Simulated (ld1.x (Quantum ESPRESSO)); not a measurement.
**An all-electron radial function and its pseudo partner (germanium (Ge))**

Columns: radius, all-electron u(r) and pseudo u(r) of the 4p shell (level -3.90 eV) of germanium in the configuration [Ar] 3d10 4s2 4p2; PBE, scalar-relativistic, TM scheme, ld1.x (Quantum ESPRESSO) 7.5.

```json
{"r (bohr)": "0.080", "all-electron": "0.1338", "pseudo": "0.0025"}
{"r (bohr)": "0.160", "all-electron": "0.1089", "pseudo": "0.0100"}
{"r (bohr)": "0.240", "all-electron": "-0.0278", "pseudo": "0.0220"}
{"r (bohr)": "0.320", "all-electron": "-0.1554", "pseudo": "0.0381"}
{"r (bohr)": "0.400", "all-electron": "-0.2289", "pseudo": "0.0575"}
{"r (bohr)": "0.480", "all-electron": "-0.2463", "pseudo": "0.0794"}
{"r (bohr)": "0.560", "all-electron": "-0.2206", "pseudo": "0.1031"}
{"r (bohr)": "0.640", "all-electron": "-0.1668", "pseudo": "0.1281"}
{"r (bohr)": "0.720", "all-electron": "-0.0971", "pseudo": "0.1541"}
{"r (bohr)": "0.800", "all-electron": "-0.0203", "pseudo": "0.1812"}
{"r (bohr)": "0.880", "all-electron": "0.0577", "pseudo": "0.2097"}
{"r (bohr)": "0.960", "all-electron": "0.1334", "pseudo": "0.2403"}
{"r (bohr)": "1.040", "all-electron": "0.2045", "pseudo": "0.2735"}
{"r (bohr)": "1.120", "all-electron": "0.2698", "pseudo": "0.3096"}
{"r (bohr)": "1.200", "all-electron": "0.3287", "pseudo": "0.3484"}
{"r (bohr)": "1.280", "all-electron": "0.3812", "pseudo": "0.3890"}
{"r (bohr)": "1.360", "all-electron": "0.4273", "pseudo": "0.4294"}
{"r (bohr)": "1.440", "all-electron": "0.4674", "pseudo": "0.4677"}
{"r (bohr)": "1.520", "all-electron": "0.5018", "pseudo": "0.5018"}
{"r (bohr)": "1.600", "all-electron": "0.5309", "pseudo": "0.5309"}
{"r (bohr)": "1.680", "all-electron": "0.5552", "pseudo": "0.5552"}
{"r (bohr)": "1.760", "all-electron": "0.5749", "pseudo": "0.5749"}
{"r (bohr)": "1.840", "all-electron": "0.5906", "pseudo": "0.5906"}
{"r (bohr)": "1.920", "all-electron": "0.6026", "pseudo": "0.6026"}
{"r (bohr)": "2.000", "all-electron": "0.6112", "pseudo": "0.6112"}
{"r (bohr)": "2.080", "all-electron": "0.6167", "pseudo": "0.6167"}
```

(1) How many radial nodes do the two functions have?

(2) At about which radius was the pseudo-wave matched?

(3) Is the pseudo-wave norm-conserving?

Results:

(1) The all-electron 4p function has n − l − 1 = 2; the pseudo-wave has 0, since the states of the same l below it are removed with the core.

(2) 1.60 bohr. The columns agree to 0.0005 from 1.44 bohr on; several derivatives are matched, so the curves merge somewhat inside the radius.

(3) Yes: the TM scheme keeps the norm inside the radius equal to the all-electron one, which fixes the energy derivative of the logarithmic derivative at the level.
